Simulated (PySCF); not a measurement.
Method: PBE-D3(BJ)/def2-TZVP // CAM-B3LYP-D3(BJ)/def2-TZVP in PySCF. Isolated molecules, 0 K electronic values unless said otherwise. One relaxed conformer stands for a flexible species; it need not be the lowest. Excitations are Tamm–Dancoff values on a coarser integration grid. The basis has no diffuse functions, so Rydberg states are missing or too high.

Reference species (SMILES): `[CH3][Al]([SH])[SH]` (S–Al–S–H torsion -1°, S–Al–S–H torsion 0°) (neutral, multiplicity 1).

| Item | Result |
|---|---|
| HOMO–LUMO gap | 5.04 eV |
| S1 excitation (TDA) | 5.44 eV |
| T1 excitation (TDA) | 4.78 eV |

Changed species: `[CH3][Al]([CH3])[SH]` (C–Al–S–H torsion 179°) (1 of 3 CH3 replaced by SH; the reference has 2 of 3 CH3 replaced by SH).

**Question.** Give the shifts of the HOMO–LUMO gap, S1 excitation (TDA) and T1 excitation (TDA).

**Answer.** the HOMO–LUMO gap hardly moves; the S1 excitation (TDA) increases by 0.10 eV, to 5.54 eV; the T1 excitation (TDA) decreases by 0.06 eV, to 4.72 eV.
